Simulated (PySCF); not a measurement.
**Simulated characterisation data**

Level of theory: NMR shieldings at PBE0/pcSseg-1/GIAO, geometry from GFN2-xTB, in PySCF 2.14 (one averaged value for each set of equivalent atoms, one computed conformer, no relativistic terms, isolated molecule).

Scale: $^{1}$H (σ = 31.72 ppm), $^{13}$C (σ = 186.93 ppm) against TMS (reference shieldings calculated alike). Where no couplings were computed, multiplicities follow the n + 1 count of equivalent neighbours, and m marks all less simple cases (inequivalent or close neighbours, rings, F or P nearby). Shifts are as computed. Against solution values, carbons near 30 ppm lie about +3 ppm off and those near 130 ppm about +5 ppm. Of 1211 compounds with measured shifts, 218 miss one by over three times the rms of a fit or turn the order of signals round; such compounds aren't used in these exercises.

Compound 1 (C$_{4}$H$_{10}$O$_{2}$Si$_{2}$). $^{1}$H NMR (500 MHz, computed): δ 5.17 (s, 3H), 5.17 (s, 2H), 2.20 (m, 1H), 1.34 (m, 2H), 1.02 (m, 2H). $^{13}$C{$^{1}$H} NMR (computed): δ 252.5, 28.0, 17.1. Structure: `O=C([SiH2]O[SiH3])C1CC1`.

Compound 2 (C$_{10}$H$_{8}$O$_{2}$). $^{1}$H NMR (500 MHz, computed): δ 8.21 (d, 1H), 8.18 (d, 1H), 7.84 (m, 1H), 6.85 (m, 1H), 6.39 (m, 1H), 5.83 (m, 1H), 5.43 (s, 2H). $^{13}$C{$^{1}$H} NMR (computed): δ 174.6, 151.4, 138.5, 136.8, 134.3, 133.8, 132.7, 132.5, 123.2, 70.4. Structure: SMILES C=Cc1cccc2c1COC2=O.
